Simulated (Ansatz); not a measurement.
Geometry optimisation, UKS PBE/def2-SVP in Ansatz 0.2.0.

Input:

```yaml
crystal:
  periodic: [false, false, false]
  atoms:
    - { symbol: Ge, position_ang: [0.096902, 0.272323, 0.843198] }
    - { symbol: F, position_ang: [0.145544, -1.230452, 1.672966] }
    - { symbol: H, position_ang: [1.175802, 0.386245, -0.257094] }
    - { symbol: H, position_ang: [-1.322627, 0.830198, 0.596647] }
    - { symbol: Ge, position_ang: [-1.182118, -2.044324, -0.977353] }
    - { symbol: H, position_ang: [-2.361365, -2.542461, -0.107358] }
    - { symbol: H, position_ang: [-1.665438, -1.38383, -2.300942] }
    - { symbol: H, position_ang: [-0.105451, -3.130359, -1.213305] }
    - { symbol: F, position_ang: [0.697151, 1.00636, 2.296842] }
magnetization:
  spin_polarized: true
  initial_magnetization: 1
basis:
  gaussian: { orbitals: def2-SVP }
hamiltonian:
  xc: pbe
relax:
  f_tol: 0.03
  max_steps: 50
output:
  orbitals: {}
```

Command:

```bash
$ ansatz run input.yaml --threads 4 --pin off --max-ram 5120MiB --backend cpu --events-out ev --progress --plain --runs-dir out
```

Where does it end, and by what steps?

The forces met the threshold. After 8 steps the energy has fallen by 0.257 eV; H7 moved furthest, 0.55 Å.

```tsv
step	energy less start (eV)	largest force component (eV/Å)	accepted
0	0.0000	1.916	yes
1	-0.2106	0.430	yes
2	-0.2438	0.278	yes
3	-0.2502	0.149	yes
4	-0.2540	0.116	yes
5	-0.2543	0.117	yes
6	-0.2568	0.087	yes
7	-0.2572	0.035	yes
8	-0.2574	0.010	yes
```

```xyz
9
Properties=species:S:1:pos:R:3
Ge 0.166 0.378 1.017
F 0.038 -1.296 1.547
H 1.177 0.448 -0.145
H -1.257 0.952 0.855
Ge -1.265 -2.073 -1.156
H -2.391 -2.537 -0.194
H -1.812 -1.823 -2.593
H -0.073 -3.066 -1.167
F 0.897 1.182 2.391
```

Whether the end is a true minimum wasn't checked by a vibrational analysis.

Time of the run: 18 s on 4 threads of Arm Neoverse V2, on a shared host, peak memory 0.2 GiB.
